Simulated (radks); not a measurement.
Polarisability of neutral krypton, [Kr], at imaginary frequency. All-electron calculation, non-relativistic Kohn-Sham, exchange-only LDA, spin-polarised, spherical densities, point nucleus. Program: a radial shooting solver on a logarithmic mesh with Libxc functionals. Response by self-consistent Sternheimer equations with the Hartree and adiabatic exchange-only LDA kernel.

w (hartree)  alpha1(iw) (bohr^3)  alpha2(iw) (bohr^5)
0.00266                    19.23                127.6
0.0143                     19.21                127.5
0.0360                     19.12                127.0
0.0697                     18.82                125.3
0.118                      18.13                121.3
0.186                      16.79                113.4
0.280                      14.66                100.4
0.413                      11.82                82.67
0.605                      8.656                62.12
0.892                      5.663                41.82
1.35                       3.267                24.59
2.12                       1.649                12.19
3.59                      0.7262                4.856
6.94                      0.2695                1.425
17.5                     0.06473               0.2440

Static values: alpha1 = 19.23 bohr^3 (2.849 angstrom^3; uncoupled 29.80), alpha2 = 127.6 bohr^5, alpha3 = 1869 bohr^7. C6 = 152.1, C8 = 5247, triple-dipole C9 = 2096 atomic units. One-pole (London) frequency 4 C6 / (3 alpha1^2) = 0.549 hartree, against 0.300 for minus the highest occupied eigenvalue. The dipole shielding factor is 1.000, as the force sum rule N/Z = 1.000 demands. Recommended static value: 16.78 bohr^3 (Schwerdtfeger and Nagle, 2023 table).
